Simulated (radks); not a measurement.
The numbers below are computed, except where a source is named.
Problem. Yb II, 69 electrons, occupied as [Xe] 4f14 6s1 (the NIST ground configuration). Level of theory: scalar-relativistic Kohn-Sham, PBEsol, spin-polarised, spherical densities, finite nucleus; open shells are filled with parallel spins first (spin-orbit coupling, left out, can overturn this in heavy ions); Fermi nuclear charge, rms radius 5.3108 fm (a radial shooting solver on a logarithmic mesh with Libxc functionals). Some entries of the table are withheld. Estimate them.

orbital  occ.  eigenvalue (Ry)  <1/r> (bohr^-1)  r(max) (bohr)
1s up       1        -4498.864            80.59        0.01238
1s down     1        -4498.863            80.59        0.01238
2s up       1        -762.6927            18.79        0.07061
2s down     1        -762.6923            18.79        0.07061
2p up       3        -672.4551            17.26        0.05757
2p down     3        -672.4547            17.26        0.05757
3s down     1        -172.2721            6.942         0.1995
3s up       1        -172.2717            6.942         0.1995
3p down     3        -145.0607            6.464         0.1966
3p up       3        -145.0603            6.464         0.1966
3d down     5        -111.8794            6.122         0.1602
3d up       5        -111.8792            6.122         0.1602
4s down     1        -34.26234            2.935         0.4552
4s up       1        -34.26153            2.935         0.4552
4p down     3        -25.32733            2.678         0.4764
4p up       3        -25.32667            2.678         0.4764
4d down     5        -13.55979            2.367         0.4910
4d up       5        -13.55946            2.366         0.4910
5s up       1         -4.53936            1.097          1.071
5s down     1         -4.53518            1.098          1.071
5p up       3         -2.52066           0.8998          1.233
5p down     3         -2.51071           0.9033          1.232
4f up       7              (1)              (2)         0.4831
4f down     7              (3)              (4)         0.4830
6s up       1         -0.71053           0.3565          3.071
6s down     0         -0.63626           0.3607          3.043

Solution. 
(1) 4f up eigenvalue (Ry): -0.71847
(2) 4f up <1/r> (bohr^-1): 1.729
(3) 4f down eigenvalue (Ry): -0.71623
(4) 4f down <1/r> (bohr^-1): 1.734
